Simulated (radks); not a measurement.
Values are calculated unless marked as measured or tabulated.
How relativity changes the ionisation of the neon ion Ne2+ ([He] 2s2 2p4) to Ne3+ ([He] 2s2 2p3). Spin-unpolarised spherical Kohn-Sham, LDA (Slater exchange, Perdew-Wang correlation), point nucleus unless stated (finite: rms radius 3.0055 fm), a radial shooting solver on a logarithmic mesh with Libxc functionals. A level marked "c x" has the speed of light scaled by that factor and shares open shells by 2j + 1; other Dirac levels either fill j = l - 1/2 first or share by 2j + 1.

\begin{tabular}{lrrrrr}
level & E(Ne2+) (hartree) & E(Ne3+) (hartree) & IE (eV) & HOMO & <r> HOMO (bohr) \\ \hline
non-rel. & -125.80099 & -123.31896 & 67.540 & 2p & 0.8115 \\
scalar-rel. & -125.94699 & -123.46521 & 67.533 & 2p & 0.8113 \\
scalar-rel., finite nucleus & -125.94694 & -123.46517 & 67.533 & 2p & 0.8113 \\
Dirac, 2j+1 shares & -125.94701 & -123.46523 & 67.533 & 2p3/2 & 0.8118 \\
Dirac, low j first & -125.95035 & -123.47093 & 67.468 & 2p3/2 & 0.8119 \\
Dirac, 2j+1 shares, finite nucleus & -125.94697 & -123.46519 & 67.533 & 2p3/2 & 0.8118 \\
Dirac, c x 1.25 & -125.89436 & -123.41249 & 67.535 & 2p3/2 & 0.8117 \\
Dirac, c x 3 & -125.81718 & -123.33518 & 67.539 & 2p3/2 & 0.8116 \\
Dirac, c x 10 & -125.80245 & -123.32042 & 67.539 & 2p3/2 & 0.8115 \\
\end{tabular}

NIST Atomic Spectra Database: 63.423 eV (measured). The relativistic part of the total energy of Ne2+ is -0.146 hartree (Dirac, 2j+1 shares, finite nucleus), 0.12 % of the non-relativistic value. Spin polarisation and multiplet splitting of open shells are left out at every level.

Beside tabulated values, note that spin-unpolarised runs miss the spin-polarisation part of the exchange energy of open shells.
